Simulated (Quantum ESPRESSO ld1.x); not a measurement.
Results of a calculation; reference values are marked as such.
I XLI, 13 electrons, occupied as [Ne] 3s2 3p1. Level of theory: scalar-relativistic Kohn-Sham, LDA (Slater exchange, Perdew-Wang correlation), spin-polarised, spherical densities, point nucleus; open shells are filled with parallel spins first (ld1.x of Quantum ESPRESSO 7.5).

Normalised radial functions P(r) = r R(r), r in bohr:

r	3p up	3p down
0.002159	0.0129	0.0129
0.002744	0.0197	0.0197
0.003461	0.0295	0.0295
0.004399	0.0449	0.0448
0.005548	0.0670	0.0670
0.007053	0.1009	0.1009
0.008895	0.1488	0.1487
0.01131	0.2197	0.2197
0.01437	0.3194	0.3194
0.01813	0.4494	0.4493
0.02305	0.6220	0.6218
0.02906	0.8214	0.8211
0.03695	1.0414	1.0411
0.04659	1.2251	1.2245
0.05923	1.3102	1.3095
0.0747	1.1964	1.1956
0.09496	0.7824	0.7813
0.1198	0.0705	0.0691
0.1522	-0.8730	-0.8742
0.192	-1.7112	-1.7112
0.2441	-2.1429	-2.1414
0.3078	-1.9510	-1.9500
0.3913	-1.2886	-1.2898
0.4935	-0.6094	-0.6116
0.6273	-0.1823	-0.1837
0.7911	-0.0340	-0.0344
1.006	-0.0031	-0.0031
1.268	-0.0001	-0.0001
1.612	0.0000	0.0000

3p up: eigenvalue -2838.5 eV, 1 radial node at r = 0.122 bohr, <r> = 0.270 bohr, 90 % of the charge inside 0.399 bohr. 3p down (empty): eigenvalue -2829.1 eV, 1 radial node at r = 0.122 bohr, <r> = 0.270 bohr, 90 % of the charge inside 0.399 bohr.
